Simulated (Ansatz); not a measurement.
System: AsH, charge 0, triplet. AsH (SMILES [AsH], triplet).
B3LYP-D3(BJ)/def2-TZVP minimum from Ansatz (a program for electronic structure):
```xyz
2

As     0.0000     0.0000    -0.0452
H      0.0000     0.0000     1.4904
```
Charge 0, spin multiplicity 3.

Total energies in hartree (Ansatz). Radicals and triplets start from unrestricted determinants; spin-orbit coupling is neglected. Correlated methods leave the cores frozen (noble-gas shells, and filled d and f shells in the p block). No relativity. For partners of very few electrons the exact lower level stands in for a higher one.

| species | HF/cc-pVTZ | CCSD(T)/cc-pVTZ | HF/cc-pVQZ | CCSD(T)/cc-pVQZ | CCSD(T)/cc-pV5Z | CCSDT(Q)/cc-pV5Z |
|---|---|---|---|---|---|---|
| 1: AsH (SMILES [AsH], triplet) | -2234.80688 | -2234.92722 | -2234.80985 | -2234.93657 | -2234.93920 | -2234.93999 |
| 2: As (quartet) | -2234.23714 | -2234.32576 | -2234.23956 | -2234.33229 | -2234.33414 | -2234.33474 |
| 3: H (doublet) | -0.49981 | -0.49981 | -0.49995 | -0.49995 | -0.49999 | -0.49999 |

Task: Work out the atomisation energy (electronic, to ground-state atoms) in kJ/mol: take Hartree-Fock from cc-pVQZ, extrapolate the CCSD(T) correlation energy as X^-3 (X = 3, 4), and add CCSDT(Q) - CCSD(T) in cc-pV5Z. 1 hartree = 2625.5 kJ/mol.

Result: 
Species 1: correlation (64·(-0.12672) - 27·(-0.12034))/37 = -0.13138; step -0.00079; E1 = -2234.80985 + (-0.13138) + (-0.00079) = -2234.94202
Species 2: correlation (64·(-0.09273) - 27·(-0.08862))/37 = -0.09573; step -0.00060; E2 = -2234.23956 + (-0.09573) + (-0.00060) = -2234.33589
Species 3: correlation (64·(0.00000) - 27·(0.00000))/37 = 0.00000; step +0.00000; E3 = -0.49995 + (0.00000) + (+0.00000) = -0.49995
-1·E1 +1·E2 +1·E3 = 0.10618 hartree = 278.8 kJ/mol.
